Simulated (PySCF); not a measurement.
Work out the structure from these simulated measurements.

Elements present: C and H. Monoisotopic mass: 96.0939 u.

| Item | Value |
| --- | --- |
| 13C NMR | chemical shifts (computed TMS as zero) by class: 40.3 (2 C), 37.0 (2 C), 27.3 (1 C), 26.5 (2 C) ppm [GIAO B3LYP/pcSseg-1] |
| Valence photoelectron | vertical ionisation energy: 9.99 eV [ΔSCF PBE0/def2-SVPD] |
| Rotational structure | rotational constants A, B, C: 4.190, 2.888, 2.233 GHz [PBE0-D3(BJ)/def2-SVP] |
| Polarisability | 77.2 au [PBE0/def2-SVPD] |
| Couplings | largest of the computed one-bond spin–spin couplings (means over like bonds): 13C–1H +144.5 (×2), 13C–1H +139.4 (×2), 13C–1H +138.4, 13C–1H +137.7 (×2), 13C–1H +136.9 (×2), 13C–1H +131.0 (×2), 13C–1H +130.4, 13C–13C +34.9 (×2) Hz [B3LYP/pcJ-1, spin–dipole term left out] |
| Dipole | 0.15 D [PBE0/def2-SVPD] |
| UV, strongest line | among the 10 lowest singlet transitions: S6 at 8.36 eV (148 nm, f = 0.038) [TDDFT PBE0/def2-SVPD] |
| UV, first state | lowest singlet excitation: 7.70 eV (161 nm, f = 0.010) [TDDFT PBE0/def2-SVPD] |
| 1H NMR | chemical shifts (computed TMS as zero) by class: 2.51 (2 H), 2.10 (2 H), 1.74 (1 H), 1.65 (1 H), 1.37 (2 H), 1.36 (2 H), 1.27 (2 H) ppm [GIAO B3LYP/pcSseg-1] |
| Triplet | lowest triplet excitation (Tamm–Dancoff): 7.51 eV [TDA PBE0/def2-SVPD] |

The electronic properties come from PySCF, for the isolated species, density fitting. Levels stand in brackets. One conformer (not necessarily the lowest) at the PBE0-D3(BJ)/def2-SVP geometry, without solvent, vibrations or thermal averaging. NMR classes are plain means over equivalent atoms (diastereotopic ones count apart unless rotation or inversion swaps them), as if these changed places fast.

Question: Which formula fits the mass and the elements?

Answer: C7H12 (calculated 96.0939). No other formula that holds each of these elements comes within 0.0003 u with a fitting electron parity and a possible valence count.

Question: Propose a structure and show how it fits.

Answer: Numbering: `[CH2:1]1[CH2:2][C@@H:3]2[CH2:4][CH2:5][C@@H:6]2[CH2:7]1`. Its formula, C7H12, gives 2 degrees of unsaturation: 2 rings and 0 π bonds in the structure found. 7 carbons fall into 4 classes; from least to most shielded: sp3 carbon at a ring junction [C3/C6] (40.3 ppm, 2 C), ring CH2 carbon [C2/C7] (37.0 ppm, 2 C), ring CH2 carbon [C1] (27.3 ppm), four-membered-ring carbon [C4/C5] (26.5 ppm, 2 C). Hydrogen classes from least to most shielded: 2 H on 2 like atoms (sp3 carbon at a ring junction), C3/C6 (2.51 ppm), 2 H on 2 four-membered-ring carbons, C4/C5 (2.10 ppm), 1 H on a ring CH2 carbon, C1 (1.74 ppm), 1 H on a ring CH2 carbon, C1 (1.65 ppm), 2 H on 2 ring CH2 carbons, C2/C7 (1.37 ppm), 2 H on 2 ring CH2 carbons, C2/C7 (1.36 ppm), 2 H on 2 four-membered-ring carbons, C4/C5 (1.27 ppm). The couplings run between: +144.5 Hz, sp3 carbon at a ring junction [C3] and its hydrogen (with 1 like pair); +139.4 Hz, four-membered-ring carbon [C4] and its hydrogen (with 1 like pair); +138.4 Hz, ring CH2 carbon [C1] and its hydrogen; +137.7 Hz, four-membered-ring carbon [C4] and its hydrogen (with 1 like pair); +136.9 Hz, ring CH2 carbon [C2] and its hydrogen (with 1 like pair); +131.0 Hz, ring CH2 carbon [C2] and its hydrogen (with 1 like pair); +130.4 Hz, ring CH2 carbon [C1] and its hydrogen; +34.9 Hz, ring CH2 carbon [C2] and sp3 carbon at a ring junction [C3] (with 1 like pair). The optimised geometry has point group Cs and is an asymmetric top. Structure: `C1C[C@@H]2CC[C@@H]2C1`. Computed isomers that give other values at the same levels: `C=CC(=C)C(C)C` (rotational constant A: 3.502 GHz; this holds for the one conformer computed); `C=C(C)/C(C)=C/C` (smallest rotational constant: 1.318 GHz; this holds for the one conformer computed); `C1C[C@H]2C[C@@H](C1)C2` (rotational constant A: 3.811 GHz; this holds for the one conformer computed). The assignments are read from this structure; whether some other isomer fits the data as well wasn't checked.
